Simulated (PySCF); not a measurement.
Species: MoH6, net charge -1, doublet state. The spin state was set by rule; other spins were not relaxed. 
Geometry from a B3LYP-D3(BJ)/def2-TZVP (Ansatz) optimisation:
```
Mo
H 1 1.7015
H 1 1.7015 2 67.58
H 1 1.7078 2 121.34 3 39.14
H 1 1.7078 2 65.54 3 143.68
H 1 1.7422 2 77.70 5 134.71
H 1 1.7887 2 139.10 5 -3.10
```
Charge -1, spin multiplicity 2.

Dispersion corrections to the total energy (kcal/mol) from the dftd3 and dftd4 libraries through PySCF: D3(BJ) without and D4 with the three-body term, each with the damping fitted for the functional named.

```tsv
functional	D3(BJ)	D4
revPBE	-6.24	[?]
PBE	-2.45	-5.54
PBE0	[?]	-4.60
BP86	-4.03	-7.08
HSE06	-1.59	[?]
BLYP	-5.44	-12.36
B2GP-PLYP	-1.98	-2.27
```

Task: What belongs in the gaps?

Result: 
- revPBE, D4: -18.92
- PBE0, D3(BJ): -2.11
- HSE06, D4: -4.23
